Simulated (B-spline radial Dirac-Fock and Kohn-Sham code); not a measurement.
# Dispersion corrections for Zr to Ce

Model: the dispersion relation over Dirac-Hartree-Slater subshell photoionisation cross sections, with the Kissel-Pratt high-energy constant (isolated atom, no bound-bound lines or fine structure). Program: a B-spline atomic structure program. Values in electrons; * marks an element with an edge within 2 % of one of the energies, where the values are sensitive to the edge position.

| Z | element | f′ at 1253.6 eV | f″ at 1253.6 eV | f′ at 6403.9 eV | f″ at 6403.9 eV | f′ at 24209.8 eV | f″ at 24209.8 eV |
| --- | --- | --- | --- | --- | --- | --- | --- |
| 40 | Zr | -6.754 | 6.697 | 0.063 | 3.384 | -0.179 | 2.281 |
| 41 | Nb | -6.488 | 7.492 | 0.110 | 3.734 | -0.359 | 2.483 |
| 42 | Mo | -6.295 | 8.331 | 0.128 | 4.100 | -0.598 | 2.694 |
| 43 | Tc | -6.241 | 9.090 | 0.118 | 4.489 | -0.925 | 2.915 |
| 44 | Ru | -6.122 | 10.159 | 0.114 | 4.917 | -1.402 | 3.148 |
| 45 | Rh | -6.129 | 11.161 | 0.073 | 5.363 | -2.246 | 3.392 |
| 46 | Pd* | -6.133 | 12.354 | 0.017 | 5.842 | -4.369 | 0.566 |
| 47 | Ag | -6.279 | 13.486 | -0.092 | 6.339 | -2.405 | 0.620 |
| 48 | Cd | -6.488 | 14.750 | -0.234 | 6.873 | -1.902 | 0.678 |
| 49 | In | -6.824 | 16.015 | -0.428 | 7.430 | -1.617 | 0.740 |
| 50 | Sn | -7.261 | 17.369 | -0.674 | 8.020 | -1.421 | 0.806 |
| 51 | Sb | -7.808 | 18.808 | -0.986 | 8.636 | -1.271 | 0.876 |
| 52 | Te | -8.519 | 20.325 | -1.376 | 9.287 | -1.150 | 0.951 |
| 53 | I | -9.396 | 21.886 | -1.872 | 9.975 | -1.048 | 1.031 |
| 54 | Xe | -10.563 | 23.999 | -2.503 | 10.742 | -0.956 | 1.117 |
| 55 | Cs | -12.076 | 25.408 | -3.343 | 11.458 | -0.880 | 1.206 |
| 56 | Ba | -14.838 | 25.731 | -4.542 | 12.221 | -0.813 | 1.301 |
| 57 | La | -17.159 | 27.407 | -6.354 | 12.992 | -0.752 | 1.400 |
| 58 | Ce* | -19.848 | 27.518 | -8.152 | 11.993 | -0.693 | 1.504 |

Values without a named source are computed, but for edge energies of neutral atoms, which are taken from tables.
